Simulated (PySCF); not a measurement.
C3H8O2Si, SMILES C=C[Si@@H](O)OC.

Geometry: PBE0-D3(BJ)/def2-SVP. The structure was generated by enumeration; whether it is a known compound was not checked. The values are those of a single conformer.

Two levels are set side by side: PBE/def2-TZVP (PySCF) and r2SCAN/def2-TZVP (PySCF). Same geometry, gas phase. Differences are taken from unrounded values.

| quantity | r2SCAN |
|---|---|
| orbital gap (eV) | 5.48 |
| highest occupied level (eV) | -6.88 |
| lowest empty level (eV) | -1.40 |
| dipole moment (D) | 1.19 |
| mean polarisability (bohr³) | 67.6 |

### Question
What does PBE give, and how far is it from r2SCAN? (An estimate is asked for; the answer gives what the named calculation found.)

### Answer

```
quantity                       PBE  PBE minus r2SCAN
---------------------------  -----  ----------------
orbital gap (eV)              4.95             -0.53
highest occupied level (eV)  -6.57              0.31
lowest empty level (eV)      -1.62             -0.22
dipole moment (D)             1.15             -0.04
mean polarisability (bohr³)   69.5               1.9
```

Rough cost on one machine, each run with all the roots and properties that it gave: r2SCAN against PBE about 4 times.
